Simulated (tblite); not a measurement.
Problem. Give a GFN2-xTB geometry of `C(SC)P1CCC(=C1)OC`.

Solution. 
```
atom  x, y, z in Å
C1    -3.8174    0.4844    0.2527
O2    -2.9659   -0.3743   -0.4697
C3    -1.6517   -0.0578   -0.5017
C4    -1.0235    0.9606    0.0906
P5     0.7429    1.0508   -0.2804
C6     1.3547    0.5691    1.4315
S7     3.1065    0.9552    1.7209
C8     3.8457    0.1020    0.3041
C9     0.6581   -0.6377   -1.1022
C10   -0.8142   -0.9812   -1.3424
H11   -4.8181    0.0663    0.1615
H12   -3.8006    1.4960   -0.1645
H13   -3.5322    0.5270    1.3084
H14   -1.4949    1.7370    0.6691
H15    0.8135    1.1742    2.1604
H16    1.1788   -0.4896    1.6401
H17    3.4102    0.4986   -0.6110
H18    4.9104    0.3082    0.3309
H19    3.6704   -0.9676    0.3851
H20    1.1317   -1.3770   -0.4526
H21    1.2171   -0.6159   -2.0393
H22   -1.0412   -2.0191   -1.0906
H23   -1.0850   -0.8364   -2.3910
```

Any rigid rotation of these coordinates is as good. Atoms count from 1 in this order. Of the pairs four or more bonds apart, P5···H17 is among the closest relative to their van der Waals radii: 2.74 Å, 91 % of the sum of Bondi's values. The C–C distances run from 1.335 Å (C3=C4, drawn double) to 1.531 Å (C9–C10, drawn single), a spread of 0.196 Å. P5 (phosphine phosphorus) is pyramidal (angles 100.5°, 96.8° and 90.0°, sum 287.4°, 0.96 Å off the plane of its three neighbours). The 5-membered ring C3–C4–P5–C9–C10 has internal angles of 90.0° to 117.0°; it is puckered, 0.08 Å rms from its mean plane, widest ring torsion 16°.

Bonds between heavy atoms (Å): C1–O2 1.409, O2–C3 1.352, C3=C4 1.335, C4–P5 1.807, P5–C6 1.881, C6–S7 1.817, S7–C8 1.812, P5–C9 1.880, C9–C10 1.531, C3–C10 1.504.

Computed geometry: GFN2-xTB, gas phase.

Point group: C1 (no symmetry element, even within 0.4 Å). Its lowest GFN2-xTB frequency is 9 cm⁻¹, too small to tell a flat minimum from a shallow saddle. One conformer, not necessarily the lowest (C1–O2–C3–C4 2°, C4–P5–C6–S7 -164°, P5–C6–S7–C8 -54°, C3–C4–P5–C6 -110°, C4–P5–C9–C10 15°, P5–C9–C10–C3 -16°, O2–C3–C10–C9 -171°). 3 starts were optimised and ended at 0.00, 0.53 and 1.57 kcal/mol (GFN2-xTB); the lowest of these is shown.
